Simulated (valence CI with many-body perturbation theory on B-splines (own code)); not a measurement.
# E1 line list for Au⁷⁴⁺

Level of theory: configuration interaction combined with many-body perturbation theory (CI+MBPT): three valence electrons over a frozen Dirac-Fock core [He], a basis of 11 s, 11 p, 9 d, 7 f, 5 g, 2 h, 1 i functions for each j, with the one-electron correlation potential Σ1 (screened to all orders), the two-electron term Σ2, the three-electron term Σ3, Breit, model QED; selected single and double excitations, second order for the rest (own B-spline code, finite nucleus).

No measured spectrum was set against this ion. As an estimate, large intervals hold to a few tenths of a per cent, small ones and those within an open d or f shell to about a per cent.

Lines 101 to 150 of 295 in falling wavelength, among levels below 1167.7 Ry, chosen from the strongest by gf and those to the six lowest levels. Wavelengths and rates use the calculated energies. Electric multipoles are in the length gauge, E1 and E2 with the static RPA response of the core. Weak lines are less certain than strong ones. Lines between different terms over intervals too small for the method are left out, as are lines whose strength nearly cancels. The highest levels of a list are the least certain.

Levels are named by their leading jj configuration (3d3/2^4 stands for four electrons in 3d with j = 3/2), which in mixed levels can hold well under half, so a name can repeat and another be missing. Letters in brackets count levels of one name in rising energy.

```
λ vac (nm)                          Upper                       Lower   A (s⁻¹)  S (a.u.)
    0.5390  (2p1/2 2p3/2 3p3/2) J=5/2 [b]      (2s 2p1/2 3p3/2) J=5/2  8.50e+12  3.94e-03
    0.5390  (2p1/2 2p3/2 3d3/2) J=5/2 [a]  (2s 2p1/2 3d3/2) J=3/2 [a]  7.43e+12  3.45e-03
    0.5388     (2s 2p3/2 3d5/2) J=5/2 [b]          (2s^2 3d5/2) J=5/2  1.83e+13  8.46e-03
    0.5385  (2p1/2 2p3/2 3p1/2) J=3/2 [a]  (2s 2p1/2 3p1/2) J=1/2 [a]  9.59e+12  2.96e-03
    0.5385     (2s 2p3/2 3p3/2) J=3/2 [b]          (2s^2 3p3/2) J=3/2  2.20e+13  6.79e-03
    0.5382        (2s 2p3/2 3s) J=3/2 [b]             (2s^2 3s) J=1/2  2.17e+13  6.69e-03
    0.5382     (2s 2p3/2 3d3/2) J=1/2 [b]          (2s^2 3d3/2) J=3/2  2.34e+13  3.60e-03
    0.5378  (2p1/2 2p3/2 3d5/2) J=5/2 [a]  (2s 2p1/2 3d5/2) J=5/2 [a]  6.02e+12  2.78e-03
    0.5376     (2s 2p3/2 3d5/2) J=3/2 [b]          (2s^2 3d5/2) J=5/2  1.78e+13  5.45e-03
    0.5374     (2s 2p3/2 3p3/2) J=1/2 [b]          (2s^2 3p3/2) J=3/2  2.15e+13  3.29e-03
    0.5374     (2p1/2 2p3/2 3s) J=3/2 [a]     (2s 2p1/2 3s) J=1/2 [a]  1.33e+13  4.09e-03
    0.5354         (2s 2p1/2 2p3/2) J=1/2          (2s^2 2p1/2) J=1/2  2.44e+13  3.69e-03
    0.5350     (2s 2p1/2 2p3/2) J=3/2 [b]          (2s^2 2p1/2) J=1/2  2.26e+13  6.82e-03
    0.5345          (2p1/2 2p3/2^2) J=3/2      (2s 2p1/2 2p3/2) J=5/2  1.90e+12  5.73e-04
    0.5336          (2p1/2 2p3/2^2) J=1/2  (2s 2p1/2 2p3/2) J=3/2 [b]  2.48e+13  3.72e-03
    0.5332          (2p1/2 2p3/2^2) J=1/2      (2s 2p1/2 2p3/2) J=1/2  1.18e+13  1.76e-03
    0.5328          (2p1/2^2 2p3/2) J=3/2          (2s 2p1/2^2) J=1/2  1.69e+13  5.04e-03
    0.5320             (2s 2p3/2^2) J=1/2          (2s^2 2p3/2) J=3/2  1.89e+13  2.82e-03
    0.5319             (2s 2p3/2^2) J=3/2          (2s^2 2p3/2) J=3/2  3.56e+13  1.06e-02
    0.5294          (2p1/2 2p3/2^2) J=5/2      (2s 2p1/2 2p3/2) J=5/2  1.64e+13  7.19e-03
    0.5250          (2p1/2 2p3/2^2) J=3/2  (2s 2p1/2 2p3/2) J=3/2 [a]  1.76e+13  5.03e-03
    0.5201          (2p1/2 2p3/2^2) J=5/2  (2s 2p1/2 2p3/2) J=3/2 [a]  3.56e+11  1.48e-04
    0.5186                (2p3/2^3) J=3/2          (2s 2p3/2^2) J=5/2  9.71e+12  2.67e-03
    0.5065          (2p1/2 2p3/2^2) J=1/2  (2s 2p1/2 2p3/2) J=3/2 [a]  3.20e+11  4.10e-05
    0.1204        (2s 2p1/2 3s) J=1/2 [a]      (2s 2p1/2 2p3/2) J=1/2  1.41e+13  2.43e-05
    0.1202             (2s^2 3p1/2) J=1/2  (2s 2p1/2 2p3/2) J=3/2 [a]  2.60e+12  4.46e-06
    0.1201            (2s 2p1/2 3s) J=3/2      (2s 2p1/2 2p3/2) J=1/2  8.38e+12  2.86e-05
    0.1197         (2p1/2 2p3/2 3s) J=5/2       (2p1/2 2p3/2^2) J=5/2  1.54e+14  7.83e-04
    0.1197        (2s 2p1/2 3s) J=1/2 [b]      (2s 2p1/2 2p3/2) J=1/2  1.23e+14  2.08e-04
    0.1196     (2p1/2 2p3/2 3s) J=3/2 [b]       (2p1/2 2p3/2^2) J=5/2  2.28e+14  7.71e-04
    0.1191            (2s 2p1/2 3s) J=3/2      (2s 2p1/2 2p3/2) J=5/2  2.50e+14  8.35e-04
    0.1191            (2s 2p3/2 3s) J=5/2          (2s 2p3/2^2) J=5/2  1.58e+14  7.91e-04
    0.1190        (2s 2p1/2 3s) J=1/2 [a]  (2s 2p1/2 2p3/2) J=3/2 [a]  2.88e+14  4.79e-04
    0.1189                (2s^2 3s) J=1/2          (2s^2 2p3/2) J=3/2  3.25e+14  5.38e-04
    0.1188        (2s 2p3/2 3s) J=3/2 [a]          (2s 2p3/2^2) J=5/2  2.45e+14  8.10e-04
    0.1187            (2s 2p1/2 3s) J=3/2  (2s 2p1/2 2p3/2) J=3/2 [a]  2.03e+13  6.69e-05
    0.1183        (2s 2p1/2 3s) J=1/2 [b]  (2s 2p1/2 2p3/2) J=3/2 [a]  4.38e+12  7.16e-06
    0.1148     (2s 2p1/2 3p1/2) J=1/2 [b]          (2s^2 2p3/2) J=3/2  2.15e+12  3.22e-06
    0.1124     (2s 2p1/2 3d3/2) J=3/2 [a]      (2s 2p1/2 2p3/2) J=1/2  1.20e+13  3.37e-05
    0.1120  (2p1/2 2p3/2 3d3/2) J=5/2 [a]       (2p1/2 2p3/2^2) J=5/2  1.68e+14  7.01e-04
    0.1120          (2p1/2^2 3d3/2) J=3/2       (2p1/2^2 2p3/2) J=3/2  3.50e+14  9.70e-04
    0.1119     (2s 2p1/2 3d3/2) J=3/2 [b]      (2s 2p1/2 2p3/2) J=1/2  3.92e+13  1.08e-04
    0.1119         (2s 2p1/2 3d3/2) J=1/2      (2s 2p1/2 2p3/2) J=1/2  1.82e+14  2.52e-04
    0.1118  (2p1/2 2p3/2 3d3/2) J=3/2 [a]       (2p1/2 2p3/2^2) J=3/2  2.10e+14  5.79e-04
    0.1116  (2p1/2 2p3/2 3d3/2) J=3/2 [b]       (2p1/2 2p3/2^2) J=5/2  2.88e+14  7.90e-04
    0.1116     (2s 2p1/2 3d3/2) J=3/2 [a]      (2s 2p1/2 2p3/2) J=5/2  8.83e+12  2.42e-05
    0.1113         (2s 2p1/2 3d3/2) J=5/2      (2s 2p1/2 2p3/2) J=5/2  3.35e+14  1.37e-03
    0.1112     (2s 2p1/2 3d3/2) J=3/2 [a]  (2s 2p1/2 2p3/2) J=3/2 [a]  1.73e+14  4.70e-04
    0.1112     (2s 2p3/2 3d3/2) J=5/2 [a]          (2s 2p3/2^2) J=5/2  1.86e+14  7.57e-04
    0.1111     (2s 2p1/2 3d3/2) J=3/2 [b]      (2s 2p1/2 2p3/2) J=5/2  7.90e+13  2.14e-04
```
